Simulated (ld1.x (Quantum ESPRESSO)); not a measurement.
Transferability test, ultrasoft potential for Dy (Z = 66)

| Quantity | Value |
| --- | --- |
| Element | dysprosium (Dy) |
| Generator | ld1.x (Quantum ESPRESSO) 7.5 |
| Type | ultrasoft |
| Functional | PBE |
| Relativity | fully relativistic |
| Frozen core | [Xe] 4f9 |
| Valence charge | 3 |
| Reference configuration | 5d1 6s1 6p0 (charge +1) |
| Partial waves | 6s (bound): rcut 2.75, rcutus 3.30 bohr; 6s channel at -0.3 Ry: rcut 2.75, rcutus 3.30 bohr; 6p (bound, empty): rcut 2.80, rcutus 3.55 bohr; 6p channel at 0.05 Ry: rcut 2.80, rcutus 3.55 bohr; 5d (bound): rcut 3.20, rcutus 3.45 bohr; 5d channel at -0.1 Ry: rcut 3.20, rcutus 3.45 bohr; 5f channel at 0.1 Ry: rcut 2.95, rcutus 3.50 bohr; 5f channel at 0.95 Ry: rcut 2.95, rcutus 3.50 bohr |
| Local potential | all-electron potential smoothed inside 3.50 bohr (lloc = -1) |
| Core correction | none |
| Augmentation charge | PSQ, inside the norm-conserving radii |

Open shells are filled in proportion to 2j + 1 (rel_dist='average').

Energies are relative to the spin-unpolarised reference configuration 5d1 6s1 6p0; without spin polarisation the order of configurations can differ from experiment.

```csv
valence configuration,charge,ΔE all-electron (eV),error AE − PS (meV)
5d1 6s0 6p0,+2,12.430,+178
5d1 6s1.5 6p0,+0.5,-4.080,+6.5
5d1 6s0 6p2,0,-0.688,+60
5d0 6s2 6p0,+1,-1.001,+225
5d2 6s0 6p0,+1,1.493,+66
```

What are ΔE and the potential's error for 5d1 6s2 6p0?

ΔE = -6.842 eV all-electron; the error (AE − PS) is +16 meV.

What are ΔE and the potential's error for 5d1 6s0 6p1?

ΔE = 3.736 eV all-electron; the error (AE − PS) is +40 meV.

Levels in the configuration 5d1 6s0 6p2:

```
   level  all-electron (eV)  pseudo (eV)
5d j=3/2             -4.491       -4.392
5d j=5/2             -4.159       -4.059
6p j=1/2             -2.661       -2.668
6p j=3/2             -2.341       -2.359
```
